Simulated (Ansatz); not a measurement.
Reaction (redistribution): `[F][Ge]([F])([F])[SH]` + `O[SiH2][GeH3]` → `[F][Ge]([F])([F])[GeH3]` + `O[SiH2]S`

Gas-phase electronic energies from Ansatz, PBE0-D4/def2-TZVP geometries. CBS: MP2 limit from def2 TZ/QZ plus the TZ coupled-cluster correction, frozen cores. DFT in def2-TZVPP. For Ge outer-core shells are correlated without core-valence functions, which leaves a few kJ/mol of doubt a bond. Scalar relativity is left out up to krypton. Each species was taken in one conformer, which may not be the lowest.

```
             level  ΔE (kcal/mol)  difference from CCSD(T)/CBS
           BLYP-D4          -14.6                         -1.1
        r2SCAN0-D4          -13.2                          0.3
           ωB97X-V          -13.3                          0.2
           ωB97M-V          -14.1                         -0.6
              BLYP          -14.9                         -1.4
           r2SCAN0          -13.3                          0.2
RPA@PBE/def2-TZVPP          -11.8                          1.7
       HF/def2-SVP          -12.9                          0.6
      MP2/def2-SVP          -11.4                          2.1
      HF/CBS(def2)          -13.1                          0.4
       CCSD(T)/CBS          -13.5                            0
```

(1) What do rigid-rotor, harmonic-oscillator terms from PBE0-D4/def2-TZVP frequencies (298.15 K, 1 bar) make of the CCSD(T)/CBS value? (Best estimate.)

Largest T1 diagnostic among the species: 0.013.

## Answers

(1) Ansatz gave: ΔZPE = +0.7 kcal/mol, ΔH = -13.0 kcal/mol, ΔS = -15 J/(mol·K), ΔG = -11.9 kcal/mol.

From BLYP to BHLYP (50 % exact exchange), in def2-TZVPP and without D4, ΔE moves by +0.9 kcal/mol. At CCSD(T), def2-SVP lies +2.6 kcal/mol from the extrapolated value and def2-TZVPP +1.1 kcal/mol. Leaving LDA and LC-ωPBE aside and taking each functional with its dispersion term where it has one, the values, not all of them listed here, spread over 2.4 kcal/mol, from BLYP-D4 to B97M-V.
